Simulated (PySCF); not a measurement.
Compound: C6H8NO (doublet state).
Atom-mapped SMILES: `[O:1]=[CH:2][NH:3][C@H:4]1[CH2:5][C@@:6]12[CH:7][CH2:8]2` (hydrogens: H9 on C2; H10 on N3; H11 on C4; H12, H13 on C5; H14 on C7; H15, H16 on C8)

Cartesian coordinates in Å at the GFN2-xTB level; atoms count from 1:
```
atom  x, y, z in Å
O1     2.7007    1.6835   -0.0662
C2     2.5889    0.5937    0.4361
N3     1.5562   -0.2518    0.2434
C4     0.4324    0.0908   -0.5596
C5    -0.3987   -0.9888   -1.1967
C6    -0.9606   -0.1937   -0.0634
C7    -1.6469   -0.3780    1.1659
C8    -2.2104    0.5958    0.2047
H9     3.3498    0.1625    1.1128
H10    1.5212   -1.1338    0.7304
H11    0.6080    1.0179   -1.0916
H12   -0.7886   -0.8171   -2.1888
H13   -0.1280   -2.0171   -1.0008
H14   -1.3880   -0.3440    2.1999
H15   -2.1347    1.6607    0.4007
H16   -3.1089    0.3283   -0.3381
```

The hyperfine couplings belong to this conformer and change with its torsions.

Level of theory: UKS B3LYP, pcH-1 on C H N O, non-relativistic, mean-field spin-orbit, GIAO (PySCF). One conformer (not necessarily the lowest) at the GFN2-xTB geometry, without solvent, vibrations or thermal averaging. The geometry wasn't refined by DFT: couplings that depend on bond lengths, twists or pyramidal angles can differ widely from those at the functional's own minimum. No stability test was run, so a lower SCF solution isn't excluded.

(1) What is the g tensor, term by term?

(2) What effective moment and Curie constant follow for a powder?

(3) How much does each term add to the isotropic shift?

(4) In a frozen sample, at which fields do the three g values resonate at 9.5, 34, 94 and 263 GHz (hyperfine left aside), and which band first spreads them over more than twice a line width of 1.0 mT?

Answers

(1) 
```tsv
Δg (ppm)	1	2	3
relativistic mass correction	-149	-149	-149
gauge correction	16	0	11
orbital Zeeman/spin–orbit	78	642	932
total	-56	493	794
```

So g = 2.00226, 2.00281, 2.00311 and g_iso = 2.00273; the tensor is rhombic: the two nearest values differ by 35 % of g3 − g1. 

(2) With the mean of g² = 4.0109 and S(S+1) = 0.75: μ_eff = √(⟨g²⟩S(S+1)) = 1.734 μB and χT = 0.12505·⟨g²⟩·S(S+1) = 0.376 cm³ K/mol (cgs; spin-Hamiltonian part alone).

(3) The orbital-Zeeman/spin–orbit term 550, the mass correction -149 and the gauge correction 9 ppm, for a total of 410 ppm. The orbital-Zeeman/spin–orbit term is the largest in size. The mass correction is the same along every axis, so the anisotropy comes from the other two: their spans along these axes are 15 (gauge) and 854 ppm (orbital Zeeman/spin–orbit).

(4) 
| band | GHz | B(g3) mT | B(g2) mT | B(g1) mT | spread mT |
| --- | --- | --- | --- | --- | --- |
| X | 9.5 | 338.85 | 338.90 | 338.99 | 0.14 |
| Q | 34.0 | 1212.72 | 1212.91 | 1213.24 | 0.51 |
| W | 94.0 | 3352.82 | 3353.33 | 3354.25 | 1.42 |
| J | 263.0 | 9380.78 | 9382.18 | 9384.75 | 3.98 |

The spread grows in proportion to the frequency. J band is the first where it exceeds 2.0 mT.

The largest Mulliken spin populations are on C7 (+0.94), C5 (+0.06) and C4 (+0.06). No atom but C7 exceeds +0.15. The angles at C7 add up to 332.8°, so it is pyramidal.

The HOMO–LUMO gaps are 6.31 eV among the α and 4.62 eV among the β orbitals.
